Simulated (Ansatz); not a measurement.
PBE exchange is replaced step by step with exact exchange (0 % is PBE, 25 % PBE0; no dispersion term), basis def2-SVP, Ansatz. System: Si₂₁OH₃₂. Charge 0, multiplicity 1. Geometry: PBE-D4/def2-SVP, each spin state at its own.

The relaxed triplet has other bonds than the singlet, so its gap is one between isomers.

Geometry of the singlet:

```xyz
54

Si    1.726    0.041   -3.549
Si   -1.548    3.891   -1.039
Si   -3.258    1.114    0.731
Si   -0.210   -3.168   -2.703
Si   -2.706   -2.455   -0.260
O    -1.310    0.289   -1.933
Si    2.376    1.792    0.153
Si    0.497    2.053    1.566
Si    0.892   -1.357    0.157
Si   -1.509   -1.264    3.053
Si    2.456   -0.213    3.829
Si   -0.892    2.005   -2.263
Si   -0.409   -0.850   -3.113
Si    3.064    0.472   -1.670
Si   -2.839   -0.261   -1.119
Si   -0.502    4.124    1.072
Si   -1.465    0.944    2.241
Si   -2.330   -3.921   -2.044
Si    1.498   -3.281   -1.076
Si   -0.863   -2.542    1.207
Si    1.709    2.027    3.586
Si    2.472   -1.640    1.924
H     2.365   -1.081   -4.336
H     1.638    1.236   -4.464
H    -0.811    4.763   -2.045
H    -3.011    4.212   -1.171
H    -4.474    0.451    1.335
H    -3.646    2.527    0.376
H     0.108   -3.605   -4.121
H    -4.082   -2.590    0.357
H     2.690    3.239   -0.195
H     3.440    1.405    1.166
H    -2.918   -1.495    3.546
H    -0.568   -1.388    4.223
H     1.601   -0.825    4.912
H     3.864   -0.155    4.378
H    -1.298    2.159   -3.703
H     0.605    1.997   -2.162
H    -1.319   -0.601   -4.298
H     4.246    1.264   -2.209
H     3.622   -0.832   -1.171
H    -3.839   -0.104   -2.239
H    -1.578    4.471    2.069
H     0.442    5.293    0.941
H    -1.878    1.879    3.362
H    -3.345   -3.771   -3.150
H    -2.301   -5.355   -1.583
H     1.481   -4.657   -0.445
H     2.787   -3.164   -1.858
H    -0.696   -3.998    1.597
H     2.872    2.983    3.498
H     0.843    2.438    4.752
H     3.864   -1.469    1.351
H     2.447   -3.027    2.535
```

Single mean-field runs in def2-SVP are fitted with def2-universal-jkfit.

| exact exchange (%) | HOMO (eV) | LUMO (eV) | gap (eV) | triplet − singlet (kJ/mol) |
| --- | --- | --- | --- | --- |
| 0 | -4.80 | -3.25 | 1.55 | 50.7 |
| 5 | -4.95 | -3.11 | 1.84 | 49.6 |
| 10 | -5.11 | -2.98 | 2.13 | 48.5 |
| 15 | -5.27 | -2.84 | 2.43 | 47.5 |
| 35 | -5.93 | -2.27 | 3.65 | 43.8 |
| 50 | -6.44 | -1.84 | 4.60 | 41.5 |

Problem. Fit a straight line to the column «triplet − singlet (kJ/mol)» against the share of exact exchange and predict its value at 25 %.

Solution. With x = exact exchange (%) and y = triplet − singlet (kJ/mol): mean x = 19.17, mean y = 46.93; Σ(x − x̄)(y − ȳ) = -343.8, Σ(x − x̄)² = 1871; slope b = -0.1838, intercept a = ȳ − b·x̄ = 50.45. The residuals of the fitted rows reach 0.2. At x = 25 the line gives 50.45 + (-0.1838 × 25) = 45.9; the run gave 45.6, 0.3 less than the line.
